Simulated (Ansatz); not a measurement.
```yaml
crystal:
  periodic: [false, false, false]
  atoms:
    - {symbol: Cl, position_ang: [-0.042292, 0.504419, 2.065909]}
    - {symbol: Al, position_ang: [0.041191, 0.021888, 0.024932]}
    - {symbol: Br, position_ang: [1.191830, -1.753241, -0.617608]}
    - {symbol: Br, position_ang: [-1.043522, 1.263678, -1.455573]}
basis:
  gaussian: {orbitals: aug-pcseg-2, final_grid: {core_spheres: 1, valence_spheres: 1, degree: 5}}
hamiltonian: {xc: {name: PBE}}
accuracy: high
scf: {lower_state_search: off}
output: {forces: true}
```

```sh
$ ansatz run in.yaml --threads 2 --pin off --events-out ev --progress --plain --max-ram 32768MiB --backend cpu
```

Output, abridged:

```
Functional definition: PBE
  name "PBE"
  cite "Perdew, Burke & Ernzerhof, Phys. Rev. Lett. 77, 3865 (1996) doi:10.1103/PhysRevLett.77.3865"
  parent pbe
  parameter kappa = 0.804
  parameter beta = 0.06672455060314922
  exchange = pbe_x(kappa = kappa, mu = beta*pi^2/3)
  correlation = pbe_c(beta = beta)
these checks for a lower state are left out or cut short: stability, starts, cluster_reference, orbital_swaps, neighbouring_geometries, increment
3202 factors; integrals over basis functions are off by at most 4.5e-9 eV
mean field evaluation 1: about -159190.6188 eV, gradient 2.2e1 eV
mean field evaluation 2: about -159190.4761 eV, gradient 2.4e1 eV
mean field evaluation 4: about -159191.8246 eV, gradient 2.1e0 eV
mean field evaluation 8: about -159191.6362 eV, gradient 6.2e1 eV
mean field evaluation 16: about -159195.9704 eV, gradient 6.3e-2 eV
mean field evaluation 32: about -159195.9704 eV, gradient 2.4e-7 eV
mean field -159195.97036827 eV, -5850.3440041295 hartree, gradient 7.4e-8 eV, S^2 0.000000; 0 other end points of the search recorded, 0 dependent functions left out
the calculation of the forces begins
reference -159195.97037805 eV, -5850.3440044890 hartree; 50, 50 occupied and 168, 168 virtual orbitals, 3202 factors
Total energy: -159195.97037805 eV, -5850.3440044890 hartree
Atom 0 at    -0.042292     0.504419     2.065909 Å, force     0.152199    -0.738548    -3.121944 eV/Å
Atom 1 at     0.041191     0.021888     0.024932 Å, force    -0.022607     1.081332     5.992162 eV/Å
Atom 2 at     1.191830    -1.753241    -0.617608 Å, force     0.000146    -0.233253    -1.284528 eV/Å
Atom 3 at    -1.043522     1.263678    -1.455573 Å, force    -0.129738    -0.109531    -1.585690 eV/Å
Dipole moment:     0.013388    -0.052377    -0.243703 e Å
Checks for a lower state left out: stability, starts, cluster_reference, orbital_swaps, neighbouring_geometries, increment
```

(1) Something in this input is off. What?

Answers

(1) The integration grid is far too coarse. Self-consistency was reached. The result belongs to that input, not to the molecule as meant.
